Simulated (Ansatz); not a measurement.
Program: Ansatz. Geometries: PBE0-D4/def2-TZVP. ΔE: electronic, gas phase. CCSD(T)/CBS adds triple-zeta CCSD(T) − MP2 to the extrapolated MP2 energy (def2 sets, frozen cores). DFT in def2-TZVPP. HSE06 is defined as in plane-wave codes. def2 core potentials past Kr. For Br, In outer-core shells are correlated without core-valence functions, which leaves a few kJ/mol of doubt a bond. Scalar relativity is left out up to krypton. Each species was taken in one conformer, which may not be the lowest.

Consider the redistribution: `[F][In]([F])[Br]` + `OC(F)[SiH3]` → `[OH][In]([F])[Br]` + `FC(F)[SiH3]`.

```json
{"level": "LDA (SPW92)", "ΔE (kcal/mol)": "6.1"}
{"level": "HSE06-D4", "ΔE (kcal/mol)": "7.1"}
{"level": "r2SCANh", "ΔE (kcal/mol)": "6.9"}
{"level": "CAM-B3LYP", "ΔE (kcal/mol)": "7.2"}
```

What does CCSD(T)/CBS give? (An estimate is asked.)

Ansatz gave: +6.8 kcal/mol. The listed levels differ from it by -0.7, 0.3, 0.1, 0.4 kcal/mol.

What do rigid-rotor, harmonic-oscillator terms from PBE0-D4/def2-TZVP frequencies (298.15 K, 1 bar) make of the CCSD(T)/CBS value? (An estimate is asked.)

The calculation gave: ΔZPE = -0.6 kcal/mol, ΔH = +6.3 kcal/mol, ΔS = 9 J/(mol·K), ΔG = +5.7 kcal/mol.

Largest T1 diagnostic among the species: 0.014.

In def2-TZVPP, CCSD(T) changes the Hartree–Fock value by −1.5 kcal/mol (the triples alone add −0.2 kcal/mol) and MP2 by −1.5 kcal/mol. Leaving LDA and LC-ωPBE aside and taking each functional with its dispersion term where it has one, the values, not all of them listed here, spread over 0.8 kcal/mol, from B2PLYP to BHLYP-D4.
